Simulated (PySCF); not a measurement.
Species: K₂.
SMILES: `[K][K]`

Theory: PySCF 2.14.0, B3LYP/def2-TZVP geometry optimisation, gas phase.

Masses are those of the commonest isotopes; rigid-rotor values at the optimised geometry. 

Task: What are the moment of inertia and the rotational constant?

Result: I = 306.472 u·Å², B = 505379 MHz·u·Å²/I = 1649 MHz (0.0550 cm⁻¹, or 0.079 K as hB/k). For two atoms I = μr² with μ = 19.4819 u and r = 3.9662 Å.

Task: List the first levels of a rigid rotor in a Σ state.

Result: E(J) = BJ(J+1): J = 1: 0.110, J = 2: 0.330, J = 3: 0.660, J = 4: 1.100, J = 5: 1.650, J = 6: 2.310 cm⁻¹.

Task: Has it a pure rotational spectrum?

Result: Not by electric dipole: D∞h allows no dipole (computed 0.00 D). Rotational Raman lines (ΔJ = 2) lie at B(4J + 6), spaced by 4B = 0.220 cm⁻¹, with nuclear-spin weights that differ between even and odd J.

No frequency check. Constants of a rigid frame at the computed geometry: no zero-point averaging, no centrifugal distortion.

The run took 3.5 s on one thread, Arm Neoverse V1 (aarch64), no GPU, shared host with 32 logical CPUs at a one-minute load of 9.1, and the process peaked at 0.32 GiB of memory. That covers the optimisation of the geometry.
